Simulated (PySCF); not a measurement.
Compound: iso-butyl(methyl)(phenyl)phosphan, C11H17P.
SMILES with atom numbers: `[CH3:1][CH:2]([CH3:3])[CH2:4][P:5]([CH3:6])[c:7]1[cH:8][cH:9][cH:10][cH:11][cH:12]1`

Structure used (PBE0-D3(BJ)/def2-SVP), in Å, numbered top down from 1:
```
atom  x, y, z in Å
C1    -2.708    1.491    0.562
C2    -1.856    0.231    0.460
C3    -2.633   -0.999    0.920
C4    -1.309    0.070   -0.959
P5    -0.092   -1.328   -1.155
C6     0.524   -0.935   -2.854
C7     1.289   -0.683   -0.113
C8     1.869    0.582   -0.285
C9     2.890    1.018    0.555
C10    3.349    0.195    1.585
C11    2.782   -1.063    1.769
C12    1.760   -1.497    0.924
H13   -3.567    1.442   -0.128
H14   -3.108    1.621    1.581
H15   -2.127    2.392    0.311
H16   -0.989    0.359    1.135
H17   -3.539   -1.140    0.307
H18   -2.950   -0.896    1.969
H19   -2.029   -1.915    0.833
H20   -0.840    1.013   -1.290
H21   -2.139   -0.132   -1.661
H22    0.835    0.115   -2.976
H23   -0.279   -1.149   -3.577
H24    1.376   -1.589   -3.091
H25    1.519    1.240   -1.085
H26    3.332    2.006    0.406
H27    4.150    0.539    2.244
H28    3.136   -1.712    2.574
H29    1.314   -2.486    1.066
```

Probes without a nucleus sit at each ring's centroid and 1 Å off its mean plane on both sides; NICS is minus the shielding there, NICSzz its component along the normal. Level: GIAO PBE0/pcSseg-1 (PySCF, non-relativistic, gas phase) on the PBE0-D3(BJ)/def2-SVP geometry, one conformer.

Ring bond lengths (Å), with Mayer bond orders in brackets: C7–C8 1.402 (1.35), C8–C9 1.392 (1.47), C9–C10 1.396 (1.41), C10–C11 1.393 (1.44), C11–C12 1.395 (1.42), C12–C7 1.400 (1.44).

Problem. What do the NICS probes read (ppm)?

Solution. 
| ring | type | NICS(0) | NICS(1), two faces | NICS(1)zz, two faces | rms pucker (Å) | centre to ring atoms, mean (Å) |
| --- | --- | --- | --- | --- | --- | --- |
| C7–C8–C9–C10–C11–C12 | 6-membered carbocycle; formal bonds all aromatic | -8.0 | -11.1 / -11.2 | -28.1 / -28.3 | 0.00 | 1.40 |

Problem. What can be read from them?

Solution. 
- C7–C8–C9–C10–C11–C12: mean NICS(1)zz -28.2 ppm, shielded. The ring is flat and has no four-coordinate atom; by the NICS criterion it is aromatic.

Problem. And the bond-length index? HOMA = 1 − mean of α(R − Ropt)² over the ring bonds, with Krygowski's 1993 parameters (CC: Ropt 1.388 Å, α 257.7 Å⁻²).

Solution. 
- C7–C8–C9–C10–C11–C12: HOMA 0.98 = 1 − EN − GEO, with mean bond length 1.396 Å, EN = α(Ropt − mean)² = 0.018 and GEO = α × variance = 0.003. The geometric and the magnetic index point the same way.

Problem. At the second NICS(1) probe listed for ring C7–C8–C9–C10–C11–C12, 1 Å off the ring, what do the in-plane components average?

Solution. The isotropic value is a third of the trace: (3 × -11.2 − (-28.3))/2 = -2.6 ppm.

Problem. How shielded are the nuclei of the rings and their hydrogens (means over atoms taken as equivalent)?

Solution. 
```
   atoms                  environment  σ isotropic (ppm)  principal values of the symmetric part, first atom (ppm)
      C7  substituted aromatic carbon               38.3                                        -54.4, -9.1, 178.4
 C8 (×2)           aromatic CH carbon               44.7                                        -65.4, 32.0, 181.3
 C9 (×2)           aromatic CH carbon               50.7                                        -61.5, 38.8, 174.0
     C10           aromatic CH carbon               49.0                                        -61.1, 33.2, 174.9
H25 (×2)            aromatic hydrogen              23.47                                          19.7, 20.7, 30.3
H26 (×2)            aromatic hydrogen              23.79                                          20.1, 24.0, 27.2
     H27            aromatic hydrogen              23.79                                          20.4, 24.8, 26.2
```

Problem. How do the values depend on the level or the medium?

Solution. 
| level | NICS(0), C7–C8–C9–C10–C11–C12 | mean NICS(1)zz, C7–C8–C9–C10–C11–C12 |
| --- | --- | --- |
| PBE0/pcSseg-1, gas | -8.0 | -28.2 |
| wB97X-D/pcSseg-1, gas | -8.0 | -28.4 |

The geometry is the same throughout.

On an Arm Neoverse V1 with one thread, on a shared host, this took 98 s wall and 1.5 GiB of memory at its peak. This is the whole shielding run at PBE0/pcSseg-1, SCF included.
